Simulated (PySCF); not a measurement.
**Correlation energy of Si²⁺ (silicon, charge +2)**

[Ne] 3s2, closed-shell 1S. All numbers are calculated (PySCF 2.14, the non-relativistic Hamiltonian (point nucleus), in def2-TZVPPD (6s5p4d1f, 48 functions)). Frozen: 1s2; 10 electrons correlated.

```csv
level,correlation energy (mhartree)
CCSD,-192.81
(T),-2.00
CCSD(T),-194.81
```

Diagnostics: T1 = 0.0048, D1 = 0.0133, largest double amplitude 0.108.

Cost of the coupled-cluster step: roughly 0.3 core-seconds, for 10 correlated electrons.

This basis was not built for core-valence correlation, so the inner-shell part is incomplete.
